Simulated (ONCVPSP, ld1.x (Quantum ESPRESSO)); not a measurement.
Hardness and transferability of assorted potentials

Generated with ld1.x 7.5 (TM, RRKJ, ultrasoft, PAW), atompaw 4.2 or ONCVPSP 4.0.1. The cutoff is in Ry: for ld1.x and atompaw files where the sum of valence levels is converged to 10 mRy in a Bessel basis, for ONCV files where the hardest occupied wave has 1 mHa per electron of residual kinetic energy. The error is the largest all-electron minus pseudo excitation energy over each file’s own four to seven test configurations (ionisations up to +4, promotions, holes and added fractions of an electron), all of which were solved. The labels leave out finer settings (local radius, basis sizes, second energies), which also bear on the numbers. Spin-polarised tests are not counted. The rows are a selection from randomly drawn settings: files with unsolved tests, undetermined cutoffs or missed reference levels are left out.

```tsv
element	potential	cutoff (Ry)	largest error (meV)	bound ghosts
F	ONCV, LDA (Perdew-Zunger), scalar-relativistic, rc 0.85/1.35/1.35 (spd), local s, core correction yes, reference 2s2 2p5, qcut 7.8/10.2/6, projectors 0/3/2	124	+901	none
Mg	PAW, PBEsol, non-relativistic, rc 1.10/1.15/1.00 (spd), local smoothed, core correction yes, reference 2s2 2p6 3s2 3p0	70	+81	none
V	ONCV, PBEsol, scalar-relativistic, rc 1.00/1.55/1.15 (spd), local smoothed, core correction no, reference 3s2 3p6 3d2, qcut 5.9/10.1/14.5, projectors 2/2/2	415	+10	none
Fe	ONCV, LDA (Perdew-Zunger), scalar-relativistic, rc 1.10/0.90/1.70 (spd), local smoothed, core correction no, reference 3s2 3p6 3d6 4s2, qcut 12.6/10.8/9.4, projectors 2/2/1	103	+7.9	none
Zr	ONCV, LDA (Perdew-Wang 92), scalar-relativistic, rc 1.60/1.80/1.70 (spd), local smoothed, core correction yes, reference 4s2 4p6 4d2 5s1, qcut 5.7/6.9/5.7, projectors 2/2/2	32	-22	none
Nd	ONCV, PBE, scalar-relativistic, rc 2.05/1.70/3.16 (spd), local smoothed, core correction yes, reference 5s2 5p6 5d1 6s2, qcut 5.3/5.7/6.1, projectors 2/1/3	29	-47	none
```

(1) Fill in the row for Sc: ONCV, PBE, scalar-relativistic, rc 2.35/2.45/1.80 (spd), local smoothed, core correction yes, reference 3d1 4s1, qcut 1.8/2.8/9.5, projectors 1/1/2.

(2) Fill in the row for Mn: ONCV, PBE, fully relativistic, rc 1.70/1.55/1.15 (spd), local smoothed, core correction yes, reference 3s2 3p6 3d5 4s1 4p1, qcut 7.8/7/13.8, projectors 2/2/2.

(3) Fill in the row for Cu: ONCV, PBE, scalar-relativistic, rc 0.65/1.10/1.45 (spd), local smoothed, core correction yes, reference 3s2 3p6 3d10, qcut 9.6/12.9/13.1, projectors 2/1/2.

## Answers

(1) cutoff 58 Ry, largest error -34 meV, bound ghosts: none.

(2) cutoff 136 Ry, largest error +4.3 meV, bound ghosts: none.

(3) cutoff 722 Ry, largest error +102 meV, bound ghosts: none.
